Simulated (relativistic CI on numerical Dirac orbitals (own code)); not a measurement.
# Fe⁺ in a cubic cluster: 1s photoemission with charge transfer

Computed with a charge-transfer multiplet model of a cubic metal-ligand cluster with up to 3 ligand holes, Slater and spin-orbit integrals from Dirac-Coulomb-Breit ions, Slater integrals scaled by 0.8. The ground state mixes d7 with configurations of k ligand holes L, whose averages lie at kΔ + k(k − 1)U_dd/2; a core hole lowers each added d electron by U_cd. 300 K, Lorentzian 1.1 eV and Gaussian 0.6 eV FWHM.

Atomic integrals in eV (Slater integrals scaled, ζ unscaled), ground: F2dd 7.751, F4dd 4.773, zeta_d 0.042; with the core hole: F2dd 9.294, F4dd 5.770, zeta_d 0.065, G2cd 0.048.

Cluster parameters (eV): Δ = 7.8, U_dd = 6.4, U_cd = 7.2, 10Dq(ligand) = 0.5, V(eg) = 2, V(t2g) = -0.86, final-state hopping factor = 1.

| Case | n_d | d7 | d8L | d9L2 | d10L3 | S |
| --- | --- | --- | --- | --- | --- | --- |
| 10Dq = -0.3 eV | 7.08 | 0.92 | 0.08 | 0.00 | 0.00 | 1.50 |
| 10Dq = 0 eV | 7.09 | 0.91 | 0.09 | 0.00 | 0.00 | 1.50 |
| 10Dq = 0.6 eV | 7.09 | 0.92 | 0.08 | 0.00 | 0.00 | 1.50 |
| 10Dq = 0.9 eV | 7.08 | 0.92 | 0.08 | 0.00 | 0.00 | 1.50 |
| 10Dq = 1.2 eV | 7.08 | 0.92 | 0.08 | 0.00 | 0.00 | 1.49 |

Weights, n_d and S are thermal averages at 300 K. Binding energies count from the first peak over 30 % of the highest in each spectrum, which can be another peak from case to case. The parameters are a model scan and need not match a compound or its usual spin state. A negative ionic 10Dq is a model choice; hopping adds the covalent part of the field. Peaks in eV (height, largest 100):
- 10Dq = -0.3 eV: 0.0 (100), 5.0 (18)
- 10Dq = 0 eV: 0.0 (100), 5.3 (17)
- 10Dq = 0.6 eV: 0.0 (100), 5.6 (15)
- 10Dq = 0.9 eV: 0.0 (100), 5.7 (14)
- 10Dq = 1.2 eV: 0.0 (100), 5.9 (13)

For the case 10Dq = 0.6 eV, Δ = 7.8 eV is larger than U_dd = 6.4 eV, the Mott-Hubbard side of the Zaanen-Sawatzky-Allen scheme. With the core hole the average of the configuration with one ligand hole lies at Δ − U_cd = 0.6 eV before mixing: the effective hopping of about 2.9 eV (from the holes of the mixed ground state) is comparable with this gap or larger, so the configurations mix strongly.
